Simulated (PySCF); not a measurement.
Atoms are numbered as in `[BH2:1][C:2]1=[CH:3][BH:4][CH:5]=[CH:6][CH:7]=[CH:8]1`. Hydrogens are named by the atom that carries them.

Computational details: NMR shieldings at PBE0/pcSseg-1/GIAO, geometry from PBE0-D3(BJ)/def2-SVP, J: B3LYP/pcJ-1 (spin–dipole term only in couplings to heteroatoms), in PySCF 2.14 (non-relativistic, one computed conformer, equivalent nuclei averaged, gas phase).

List the cross peaks expected in HSQC, COSY and HMBC spectra.

Results:



HSQC (one-bond C–H):
```tsv
δH	δC	1J(C,H) (Hz)
9.61 (H(C3))	189.7 (C3)	147
8.64 (H(C5))	164.1 (C5)	146
8.35 (H(C8))	156.0 (C8)	162
8.28 (H(C6))	158.4 (C6)	156
7.70 (H(C7))	142.1 (C7)	160
```

COSY cross peaks (|J| ≥ 2 Hz):
```tsv
δH	δH	abs. J (Hz)	bonds
9.61 (H(C3))	8.64 (H(C5))	2.1	4
9.61 (H(C3))	6.69 (H(B4))	6.6	3
8.64 (H(C5))	8.28 (H(C6))	14.1	3
8.64 (H(C5))	6.69 (H(B4))	6.9	3
8.35 (H(C8))	7.70 (H(C7))	12.5	3
8.28 (H(C6))	7.70 (H(C7))	9.8	3
```

HMBC (two and three bonds, |J| ≥ 2.5 Hz):
```tsv
δH	δC [abs. J in Hz]
9.61 (H(C3))	164.1 (C5) [8.6], 156.0 (C8) [14.1]
8.64 (H(C5))	189.7 (C3) [8.4], 158.4 (C6) [3.4], 142.1 (C7) [14.2]
8.35 (H(C8))	189.7 (C3) [10.3], 166.9 (C2) [2.9], 158.4 (C6) [12.3]
8.28 (H(C6))	156.0 (C8) [10.3]
7.70 (H(C7))	166.9 (C2) [10.1], 164.1 (C5) [10.4]
7.61 (H(B1))	189.7 (C3) [5.3], 166.9 (C2) [5.0], 156.0 (C8) [6.1]
6.69 (H(B4))	189.7 (C3) [5.9], 166.9 (C2) [7.5], 164.1 (C5) [5.2], 158.4 (C6) [9.2]
```

Scale: 1H (31.27 ppm) and 13C (184.41 ppm) against TMS (reference shieldings calculated alike).

Short H···H contacts in this conformer between protons four or more bonds apart (candidates for NOE cross peaks, intensity ∝ r⁻⁶): H(B1)···H(C3) 2.35 Å, H(B1)···H(C8) 2.39 Å.

Hydrogens on boron are broadened and split by 11B (spin 3/2, 80 %) and 10B (spin 3). A carbon bonded to boron is broadened by the quadrupolar boron nucleus and is often missing from a measured spectrum. Unscaled 3J(H,H) at this level run about 10 % above measured values. Shifts are as computed. Against solution values, carbons near 30 ppm lie about +2 ppm off and those near 130 ppm about +5 ppm. Of 1313 compounds with measured shifts, 239 miss one by over three times the rms of a fit or turn the order of signals round; such compounds aren't used in these exercises.
